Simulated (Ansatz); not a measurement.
Compare A (`FCN[SiH2]Cl`) with its isomer B (`C[Si](N)(F)Cl`).

Gas-phase electronic energies from Ansatz, PBE0-D4/def2-TZVP geometries. CBS: MP2 limit from def2 TZ/QZ plus the TZ coupled-cluster correction, frozen cores. DFT in def2-TZVPP. B3LYP here is the variant with VWN-RPA as its local correlation; programs differ in this. Each species was taken in one conformer, which may not be the lowest.

Which is lower in electronic energy at CCSD(T)/CBS, and by how much? (Estimate.)

Ansatz gave: B, by 72.0 kcal/mol.

Give E(B) − E(A) in kcal/mol with CCSD(T)/def2-SVP, LDA (SPW92), MP2/def2-TZVPP, PBE0-D4, CCSD(T)/def2-TZVPP, B3LYP, CCSD/def2-TZVPP. (An estimate is asked.)

Ansatz gave: CCSD(T)/def2-SVP -61.3, LDA (SPW92) -67.0, MP2/def2-TZVPP -73.3, PBE0-D4 -68.8, CCSD(T)/def2-TZVPP -70.4, B3LYP -67.9, CCSD/def2-TZVPP -70.6. None reverses the order clearly.

Does the order hold for the free energy at 298.15 K (harmonic terms from PBE0-D4)? (Estimate.)

The calculation gave: Yes: G(B) − G(A) = -70.7 kcal/mol, for one conformer each. Modes under 60 cm⁻¹, often nearly free rotors, make the harmonic entropy too high.

Largest T1 diagnostic: 0.011.

From BLYP to BHLYP (50 % exact exchange), in def2-TZVPP and without D4, E(B) − E(A) moves by −3.7 kcal/mol. Leaving LDA and LC-ωPBE aside and taking each functional with its dispersion term where it has one, the values, not all of them listed here, spread over 6.1 kcal/mol, from B97M-V to revPBE-D4.
